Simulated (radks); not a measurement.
Results of a calculation; reference values are marked as such.
Problem. Ce XLIV, 15 electrons, occupied as [Ne] 3s2 3p3 (the NIST ground configuration). Code: a radial shooting solver on a logarithmic mesh with Libxc functionals. Model: non-relativistic Kohn-Sham, r2SCAN, spin-polarised, spherical densities, point nucleus; open shells are filled with parallel spins first (spin-orbit coupling, left out, can overturn this in heavy ions); meta-GGA in the generalised Kohn-Sham scheme; relativity is left out, which matters for an element this heavy. Some entries of the table are withheld. Estimate them.

orbital,occ.,eigenvalue (hartree),<r^2> (bohr^2)
1s up,1,-1509.221,0.0009165
1s down,1,-1508.793,0.0009161
2s up,1,-314.3821,(1)
2s down,1,-314.2077,(2)
2p up,3,-303.7361,(3)
2p down,3,-303.3510,(4)
3s up,1,-125.7355,0.07910
3s down,1,-124.4562,0.07971
3p up,3,-121.6426,(5)
3p down,0,-120.3226,(6)

Solution. 
(1) 2s up <r^2> (bohr^2): 0.01428
(2) 2s down <r^2> (bohr^2): 0.01425
(3) 2p up <r^2> (bohr^2): 0.01064
(4) 2p down <r^2> (bohr^2): 0.01063
(5) 3p up <r^2> (bohr^2): 0.07245
(6) 3p down <r^2> (bohr^2): 0.07294
